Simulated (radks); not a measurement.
All-electron atom: In IV in [Kr] 4d10. Calculated with a radial shooting solver on a logarithmic mesh with Libxc functionals: non-relativistic Kohn-Sham, LDA (Slater exchange, Perdew-Wang correlation), spin-unpolarised, spherical densities, point nucleus; relativity is left out, which matters for an element this heavy.

Unscreened Slater integrals over Kohn-Sham orbitals (hartree).

\begin{tabular}{lr}
integral & value \\ \hline
F0(4d,4d) & 0.79225 \\
F2(4d,4d) & 0.39620 \\
F4(4d,4d) & 0.26003 \\
F0(4d,4p) & 0.86617 \\
F2(4d,4p) & 0.43356 \\
G1(4d,4p) & 0.55081 \\
G3(4d,4p) & 0.33801 \\
F0(4d,4s) & 0.88686 \\
G2(4d,4s) & 0.41600 \\
F0(4d,3d) & 1.0697 \\
F2(4d,3d) & 0.21850 \\
F4(4d,3d) & 0.097512 \\
G0(4d,3d) & 0.068236 \\
G2(4d,3d) & 0.079998 \\
G4(4d,3d) & 0.061156 \\
F0(4p,4p) & 0.96375 \\
F2(4p,4p) & 0.50462 \\
F0(4p,4s) & 0.99208 \\
G1(4p,4s) & 0.67656 \\
F0(4p,3d) & 1.2515 \\
F2(4p,3d) & 0.29641 \\
G1(4p,3d) & 0.093585 \\
G3(4p,3d) & 0.091523 \\
F0(4s,4s) & 1.0233 \\
F0(4s,3d) & 1.3115 \\
G2(4s,3d) & 0.10167 \\
F0(3d,3d) & 2.7995 \\
F2(3d,3d) & 1.4002 \\
F4(3d,3d) & 0.89448 \\
\end{tabular}
